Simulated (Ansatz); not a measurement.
`F[SiH](Cl)C#C[SiH2]Cl`, charge 0, multiplicity 1.

Problem. Give a relaxed structure at PBE0-D4/def2-TZVP (Ansatz). (Best estimate.)

Solution. Ansatz gave: 
```xyz
10

F     2.8633    0.2982    1.6490
Si    2.0070    1.1768    0.6458
Cl    1.4878    2.9020    1.5805
C     0.5061    0.2606    0.2059
C    -0.4945   -0.3387   -0.1287
Si   -2.0044   -1.2438   -0.6066
Cl   -1.9846   -1.5526   -2.6285
H     2.8270    1.4808   -0.5363
H    -2.0199   -2.5528    0.0779
H    -3.1878   -0.4305   -0.2590
```
This is one stationary point; other conformers may exist.
